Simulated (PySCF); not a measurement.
Al⁺: excitation energy

Al⁺ [Ne] 3s2 (1S) → Al⁺ [Ne] 3p2 (3P), as a difference of total energies. Calculation: PySCF 2.14, in x2c-QZVPPall (9s6p4d2f1g, 70 functions); scalar relativity by spin-free X2C-1e. Correlated levels: valence: [Ne] frozen. The calculations carry no spin-orbit coupling.

```json
{"method": "UHF", "excitation energy (eV)": "10.688", "error (eV)": "-0.992"}
{"method": "MP2 (valence)", "excitation energy (eV)": "11.317", "error (eV)": "-0.363"}
{"method": "SCS-MP2 (valence)", "excitation energy (eV)": "11.590", "error (eV)": "-0.090"}
{"method": "CCSD (valence)", "excitation energy (eV)": "11.519", "error (eV)": "-0.161"}
```

Reference: 11.680 eV (measured; NIST levels, between the centres of gravity of the two terms).

Errors of the correlated levels include the incompleteness of this basis and the frozen core.

The basis was made for the ground configuration and has no added diffuse functions, so the excitation energy can come out too high.

With two correlated electrons CCSD is exact in that space.
